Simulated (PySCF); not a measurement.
**UHF on V²⁺ (vanadium, charge +2)**

Configuration: [Ar] 3d3, high-spin 4F determinant. Computed with PySCF 2.14 in Sapporo-DKH3-DZP-2012 (6s5p3d1f, 43 functions), with the spin-free X2C one-electron Hamiltonian (Gaussian nucleus).

| Property | Result |
| --- | --- |
| Total energy | -947.409020 hartree |
| One-electron energy | -1287.5970 hartree |
| Hartree (Coulomb) energy | 384.5327 hartree |
| Exchange energy | -44.3446 hartree |
| ⟨S²⟩ | 3.7522 |
| ⟨L²⟩ | 12.030 |
| Sum of ⟨r⟩ | 14.24 bohr |
| Sum of ⟨r²⟩ | 16.35 bohr² |
| Langevin diamagnetic susceptibility | -12.9 ×10⁻⁶ cm³/mol |
| Time after the integrals | 0.12 s of wall time on 1 thread of Neoverse-V2 (shared host) |

```tsv
shell	electrons	mean orbital energy (eV)	rms radius, mean of both spins (bohr)
1s β	1	-5536.9	0.0768
1s α	1	-5536.8	0.0768
2s α	1	-674.45	0.333
2s β	1	-672.80	0.333
2p α	3	-563.20	0.303
2p β	3	-561.56	0.303
3s α	1	-106.93	1.02
3s β	1	-101.08	1.02
3p α	3	-75.145	1.11
3p β	3	-67.957	1.11
3d α	3	-30.265	1.43
```

Densities and radii are taken from the X2C orbitals without a picture-change correction, which distorts them close to the nucleus.
